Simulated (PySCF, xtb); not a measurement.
Zn(Et) (C₂H₅Zn), SMILES C[CH2][Zn] (connectivity only; charge and spin as stated), neutral, multiplicity 2.

Harmonic wavenumbers (cm⁻¹) from GFN2-xTB (xtb 6.7.1) at its own minimum, in rising order: 112, 170, 316, 478, 892, 917, 1063, 1124, 1223, 1408, 1462, 1498, 1507, 2909, 2965, 2965, 2992, 2994.

What does B3LYP-D3(BJ)/def2-SVP (PySCF 2.14.0) give at its own minimum? (Estimate from the structure and the level; the computed values follow.)

178, 216, 327, 579, 885, 911, 1021, 1100, 1226, 1389, 1436, 1467, 1471, 2994, 3039, 3064, 3091, 3111. Paired by order, the mean absolute difference is 50 cm⁻¹ and the zero-point energies are 38.6 and 39.3 kcal/mol.
